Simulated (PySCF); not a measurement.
From a computed spectrum to the compound

A species of 7 atoms with charge 2 has these harmonic modes (PBE0, small Gaussian bases with core potentials, PySCF 2.14.0):

```csv
cm⁻¹,km/mol,symmetry
-24,–,e
-24,–,e
115,0.0,b1
298,0.0,a1
305,28.9,b2
527,41.6,e
527,41.6,e
558,388.5,e
558,388.5,e
1682,217.2,b2
1684,0.0,a1
3753,482.9,b2
3757,0.0,a1
3810,274.8,e
3810,274.8,e
```

(1) Which species is it, and in which structure?

## Answers

(1) [Sm(H2O)2]2+ (singlet in the valence; each metal's 4f electrons, 6 of them, lie in its core potential, out of spins and levels):
```xyz
7

Sm    0.0000    0.0000    0.0000
O     0.0000    0.0000    2.4963
H     0.5400    0.5400    3.1012
H    -0.5400   -0.5400    3.1012
O     0.0000    0.0000   -2.4963
H     0.5400   -0.5400   -3.1012
H    -0.5400    0.5400   -3.1012
```
 Negative wavenumbers this small are taken as noise. An lcecp potential fixes the number of 4f electrons, so in runs with it no electron can move into or out of that shell.
 The answer isn't unique; the calculation gave this one.
